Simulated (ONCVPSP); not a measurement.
## u(r) = r·R(r): atom against pseudo-atom (boron (B))

Columns: radius, all-electron u(r) and pseudo u(r) of the 2p shell (level -3.72 eV) of boron in the configuration [He] 2s2 2p1; LDA (Perdew-Wang 92), scalar-relativistic, ONCV scheme, ONCVPSP 4.0.1.

```json
{"r (bohr)": "0.130", "all-electron": "0.0434", "pseudo": "0.0172"}
{"r (bohr)": "0.260", "all-electron": "0.1312", "pseudo": "0.0665"}
{"r (bohr)": "0.390", "all-electron": "0.2289", "pseudo": "0.1415"}
{"r (bohr)": "0.520", "all-electron": "0.3210", "pseudo": "0.2331"}
{"r (bohr)": "0.650", "all-electron": "0.4014", "pseudo": "0.3308"}
{"r (bohr)": "0.780", "all-electron": "0.4684", "pseudo": "0.4245"}
{"r (bohr)": "0.910", "all-electron": "0.5219", "pseudo": "0.5061"}
{"r (bohr)": "1.040", "all-electron": "0.5627", "pseudo": "0.5705"}
{"r (bohr)": "1.170", "all-electron": "0.5920", "pseudo": "0.6155"}
{"r (bohr)": "1.300", "all-electron": "0.6112", "pseudo": "0.6419"}
{"r (bohr)": "1.430", "all-electron": "0.6217", "pseudo": "0.6525"}
{"r (bohr)": "1.560", "all-electron": "0.6249", "pseudo": "0.6511"}
{"r (bohr)": "1.690", "all-electron": "0.6221", "pseudo": "0.6416"}
{"r (bohr)": "1.820", "all-electron": "0.6145", "pseudo": "0.6271"}
{"r (bohr)": "1.950", "all-electron": "0.6031", "pseudo": "0.6101"}
{"r (bohr)": "2.080", "all-electron": "0.5886", "pseudo": "0.5918"}
{"r (bohr)": "2.210", "all-electron": "0.5719", "pseudo": "0.5730"}
{"r (bohr)": "2.340", "all-electron": "0.5534", "pseudo": "0.5536"}
{"r (bohr)": "2.470", "all-electron": "0.5337", "pseudo": "0.5337"}
{"r (bohr)": "2.600", "all-electron": "0.5132", "pseudo": "0.5132"}
{"r (bohr)": "2.730", "all-electron": "0.4923", "pseudo": "0.4923"}
{"r (bohr)": "2.860", "all-electron": "0.4711", "pseudo": "0.4711"}
{"r (bohr)": "2.990", "all-electron": "0.4499", "pseudo": "0.4499"}
{"r (bohr)": "3.120", "all-electron": "0.4289", "pseudo": "0.4289"}
{"r (bohr)": "3.250", "all-electron": "0.4082", "pseudo": "0.4082"}
{"r (bohr)": "3.380", "all-electron": "0.3880", "pseudo": "0.3880"}
```

(1) How many radial nodes do the two functions have?

(2) At about which radius was the pseudo-wave matched?

(3) Where does each function peak?

(4) Is the pseudo-wave norm-conserving?

Answers

(1) The all-electron 2p function has n − l − 1 = 0; the pseudo-wave has 0.

(2) 2.60 bohr. The columns agree to 0.0005 from 2.34 bohr on; several derivatives are matched, so the curves merge somewhat inside the radius.

(3) Outermost all-electron maximum near 1.56 bohr, pseudo maximum near 1.43 bohr (to the table’s step).

(4) Yes: the ONCV scheme keeps the norm inside the radius equal to the all-electron one, which fixes the energy derivative of the logarithmic derivative at the level.
